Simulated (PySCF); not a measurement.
Gas-phase reaction: 3 SnCl2 + Sn(OH)2 + 2 SnH4 ⇌ 6 SnHCl + 2 H2O. Level: ωB97X-V/def2-TZVP†; standard pressure 1 bar.

Energies from PySCF, thermal terms from the rigid-rotor harmonic-oscillator model, ideal gas at 1 bar. † marks an energy on the PBE0/def2-TZVP geometry and frequencies. All species are closed-shell singlets. Sn: scalar-relativistic def2 core potential, no spin-orbit coupling. Sn(OH)2, SnHCl: computed as isolated molecules; such fragments, hydroxides, amides, oligomers or adducts are transient or little studied in the gas. The harmonic model lacks anharmonicity and excited electronic states, which grow with temperature; levels with a mode under 35 cm⁻¹ are left out. Internal rotation in Sn(OH)2 is treated as a harmonic vibration of one conformer, which makes the entropy rough. Soft modes under 120 cm⁻¹ make the harmonic entropy rough for SnCl2.

| T (K) | 1000/T (1/K) | log10 K |
|---|---|---|
| 1200 | 0.8333 | 0.66 |
| 1400 | 0.7143 | 2.91 |
| 1600 | 0.6250 | ? |
| 1800 | 0.5556 | 5.82 |
| 2000 | 0.5000 | 6.81 |
| 2500 | 0.4000 | 8.52 |

Question: Fit log10 K = a + b·(1000/T) to the five rows, get the mean ΔH° and ΔS°, and predict log10 K at 1600 K.

Answer: Means: 1000/T = 0.6006, log10 K = 4.944. Sums of products about the means: Sxy = -2.17264, Sxx = 0.119463, so b = Sxy/Sxx = -18.19 and a = 4.944 − (-18.19)×0.6006 = 15.87.
ΔH° = −R ln 10 × 1000 K × b = −19.145 × (-18.19) = 348 kJ; ΔS° = R ln 10 × a = 304 J/K. The run's own values go from 366 kJ and 317 J/K at 1200 K to 318 kJ and 290 J/K at 2500 K.
Prediction at 1600 K: 15.87 + (-18.19)×0.6250 = 4.50. The computed value is 4.57, 0.07 from the line.
For scale, ΔH°(298 K) is 391 kJ at this level, 370 kJ at ωB97M-V/def2-TZVP†, and runs from 96 to 443 kJ over the 18 levels computed.
